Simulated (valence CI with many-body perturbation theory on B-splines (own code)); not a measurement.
Er XXXVIII: electric-dipole lines

Method: relativistic CI+MBPT: three valence electrons over a frozen Dirac-Fock core [Ar] 3d10, a basis of 11 s, 11 p, 10 d, 8 f, 5 g, 2 h functions for each j, with the one-electron correlation potential Σ1, the two-electron term Σ2, the three-electron term Σ3, Breit, model QED; selected CI, second order for the rest, scaled by the run's own slope (own B-spline code, finite nucleus).

No measured spectrum was set against this ion. As an estimate, large intervals hold to a few tenths of a per cent, small ones and those within an open d or f shell to about a per cent.

Lines 101 to 150 of 549 in falling wavelength, among levels below 5260.8 × 10³ cm⁻¹, chosen from the strongest by gf and those to the six lowest levels. Wavelengths and rates use the calculated energies. Electric multipoles are in the length gauge, E1 and E2 with the static RPA response of the core. Weak lines are less certain than strong ones. Lines between different terms over intervals too small for the method are left out, as are lines whose strength nearly cancels. Where a level lies close to another of its J and parity, the split of strength between their lines is uncertain. The highest levels of a list are the least certain.

Levels are named by their leading jj configuration (3d3/2^4 stands for four electrons in 3d with j = 3/2), which in mixed levels can hold well under half, so a name can repeat and another be missing. Letters in brackets count levels of one name in rising energy.

```tsv
λ vac (Å)	Upper	Lower	A (s⁻¹)	S (a.u.)
83.58	(4p3/2^2 4f7/2) J=7/2	(4s 4d5/2^2) J=9/2	5.44e+10	1.26e-01
83.52	(4s 4d5/2 4f7/2) J=9/2 [a]	(4s 4p3/2 4f7/2) J=11/2	3.93e+10	1.13e-01
83.48	(4p3/2^2 4f5/2) J=7/2	(4s 4d5/2^2) J=5/2	4.28e+10	9.82e-02
83.42	(4p1/2 4d5/2^2) J=1/2	(4p1/2 4p3/2 4d5/2) J=3/2 [b]	3.32e+11	1.90e-01
83.42	(4s 4d5/2 4f5/2) J=7/2 [b]	(4s 4p3/2 4f7/2) J=5/2 [b]	5.74e+10	1.31e-01
83.36	(4p1/2 4p3/2 4f7/2) J=7/2 [c]	(4p1/2 4p3/2 4d5/2) J=7/2 [b]	4.22e+10	9.65e-02
83.32	(4p1/2 4d3/2 4d5/2) J=3/2 [b]	(4p1/2 4p3/2 4d3/2) J=3/2 [b]	8.85e+10	1.01e-01
83.29	(4s^2 4f5/2) J=5/2	(4s^2 4d5/2) J=5/2	5.29e+10	9.05e-02
83.27	(4s 4p3/2 4f7/2) J=9/2 [b]	(4s^2 4f7/2) J=7/2	7.50e+11	2.14e+00
83.23	(4p1/2 4p3/2 4d5/2) J=3/2 [b]	(4p1/2 4p3/2^2) J=1/2	1.74e+11	1.98e-01
83.23	(4p1/2 4p3/2 4f5/2) J=7/2	(4s 4p1/2 4f5/2) J=5/2 [a]	5.81e+10	1.32e-01
83.22	(4s 4p3/2 4d5/2) J=3/2 [a]	(4s 4p3/2^2) J=5/2	1.15e+11	1.31e-01
83.21	(4p3/2 4d3/2 4d5/2) J=5/2 [b]	(4s 4d3/2 4d5/2) J=7/2 [a]	8.63e+10	1.47e-01
83.18	(4s 4d5/2 4f5/2) J=5/2 [a]	(4s 4p3/2 4f5/2) J=3/2 [b]	9.96e+10	1.70e-01
83.17	(4p1/2 4p3/2 4f5/2) J=9/2	(4s 4p1/2 4f5/2) J=7/2	2.17e+11	6.16e-01
83.17	(4s 4d3/2 4f7/2) J=7/2 [a]	(4s 4d3/2 4d5/2) J=5/2 [a]	9.69e+10	2.20e-01
83.15	(4p3/2 4d3/2 4d5/2) J=5/2 [c]	(4s 4d3/2 4d5/2) J=7/2 [c]	1.02e+11	1.74e-01
83.14	(4s 4d5/2 4f7/2) J=9/2 [b]	(4s 4p3/2 4f5/2) J=9/2	4.28e+10	1.21e-01
83.12	(4p3/2^2 4d3/2) J=3/2 [b]	(4s 4p3/2 4d3/2) J=5/2 [b]	1.01e+11	1.15e-01
83.11	(4p1/2 4p3/2 4f7/2) J=7/2 [b]	(4s 4p1/2 4f5/2) J=5/2 [b]	9.82e+10	2.23e-01
83.10	(4p1/2 4d3/2 4d5/2) J=5/2 [a]	(4p1/2 4p3/2 4d3/2) J=5/2 [a]	1.10e+11	1.87e-01
83.09	(4s 4p3/2 4f7/2) J=3/2	(4s 4p3/2 4d5/2) J=1/2	1.72e+11	1.94e-01
83.09	(4p3/2 4d3/2 4d5/2) J=11/2 [b]	(4s 4d3/2 4d5/2) J=9/2	4.21e+10	1.43e-01
83.08	(4p1/2 4p3/2 4d5/2) J=5/2 [b]	(4s 4p1/2 4d5/2) J=5/2 [b]	2.12e+11	3.60e-01
83.07	(4s 4p3/2 4f7/2) J=3/2	(4s^2 4f5/2) J=5/2	8.45e+10	9.57e-02
83.03	(4p1/2 4p3/2 4f7/2) J=5/2 [c]	(4p1/2 4p3/2 4d5/2) J=3/2 [b]	1.90e+11	3.23e-01
83.01	(4s 4d3/2 4d5/2) J=7/2 [b]	(4s 4p3/2 4d3/2) J=5/2 [a]	6.25e+10	1.41e-01
83.00	(4p1/2 4d3/2 4d5/2) J=3/2 [a]	(4p1/2 4p3/2 4d3/2) J=3/2 [a]	1.18e+11	1.33e-01
82.99	(4s 4d5/2 4f5/2) J=5/2 [b]	(4s 4d3/2 4d5/2) J=3/2 [b]	5.69e+10	9.63e-02
82.96	(4p1/2 4p3/2 4f7/2) J=5/2 [b]	(4s 4p1/2 4f5/2) J=5/2 [b]	8.36e+10	1.41e-01
82.93	(4s 4p1/2 4d5/2) J=7/2	(4s 4p1/2 4p3/2) J=5/2	1.47e+11	3.31e-01
82.92	(4p1/2 4p3/2 4f5/2) J=3/2 [b]	(4p1/2 4p3/2 4d5/2) J=3/2 [a]	1.16e+11	1.30e-01
82.82	(4s 4d3/2 4f7/2) J=9/2 [b]	(4s 4d3/2 4d5/2) J=7/2 [b]	4.15e+10	1.16e-01
82.78	(4p1/2 4p3/2 4d5/2) J=1/2	(4p1/2 4p3/2^2) J=1/2	3.17e+11	1.77e-01
82.77	(4p3/2 4d3/2 4d5/2) J=1/2 [a]	(4p3/2^2 4d3/2) J=3/2 [a]	1.77e+11	9.90e-02
82.77	(4s 4d5/2 4f5/2) J=7/2 [b]	(4s 4p3/2 4f7/2) J=5/2 [a]	9.65e+10	2.16e-01
82.77	(4s 4d5/2^2) J=5/2	(4s 4p3/2 4d5/2) J=7/2 [a]	6.63e+10	1.11e-01
82.72	(4s 4p1/2 4d3/2) J=3/2 [b]	(4s 4p1/2 4p3/2) J=3/2 [a]	9.37e+08	1.05e-03
82.71	(4p1/2 4d3/2 4d5/2) J=1/2	(4p1/2 4p3/2 4d3/2) J=1/2 [a]	2.15e+11	1.20e-01
82.67	(4s 4d5/2 4f5/2) J=5/2 [a]	(4s 4p3/2 4f5/2) J=3/2 [a]	1.62e+11	2.71e-01
82.67	(4p1/2 4p3/2 4f7/2) J=5/2 [a]	(4p1/2 4p3/2 4d5/2) J=3/2 [a]	7.15e+10	1.20e-01
82.66	(4s 4d5/2 4f7/2) J=9/2 [a]	(4p3/2^2 4d5/2) J=9/2	3.77e+10	1.05e-01
82.65	(4p1/2 4p3/2 4f7/2) J=3/2	(4p1/2 4p3/2 4d5/2) J=1/2	2.62e+11	2.93e-01
82.64	(4p1/2^2 4f7/2) J=7/2	(4p1/2^2 4d5/2) J=5/2	1.11e+11	2.47e-01
82.61	(4s 4p1/2 4d3/2) J=1/2	(4s 4p1/2 4p3/2) J=3/2 [a]	7.53e+09	4.19e-03
82.61	(4p1/2 4p3/2 4f5/2) J=5/2 [a]	(4s 4p1/2 4f5/2) J=5/2 [a]	6.09e+10	1.02e-01
82.60	(4p3/2^2 4d3/2) J=3/2 [b]	(4s 4p3/2 4d5/2) J=3/2 [a]	1.05e+11	1.17e-01
82.58	(4p1/2 4p3/2 4f5/2) J=3/2 [b]	(4p1/2 4p3/2 4d5/2) J=5/2 [a]	1.00e+11	1.12e-01
82.57	(4s 4d5/2 4f7/2) J=9/2 [b]	(4s 4p3/2 4f5/2) J=7/2 [a]	3.17e+11	8.81e-01
82.56	(4s 4p1/2 4d5/2) J=5/2 [b]	(4s 4p1/2 4p3/2) J=5/2	1.67e+11	2.78e-01
```
